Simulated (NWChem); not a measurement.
# CH$_{5}$ISi; SMILES [SiH2](I)C

Computed with NWChem. Medium grid unless said otherwise, to which SCAN and Minnesota functionals are sensitive. The geometry was optimised at PBE-D3(BJ)/def2-SVP. def2 effective core potentials on I; no spin-orbit coupling.

Q: Order these by “orbital gap (eV)”, lowest first: Hartree-Fock/def2-SVP; M06/def2-SVP; PBE/def2-SVP.

A: PBE/def2-SVP (5.03), M06/def2-SVP (6.98), Hartree-Fock/def2-SVP (13.08)
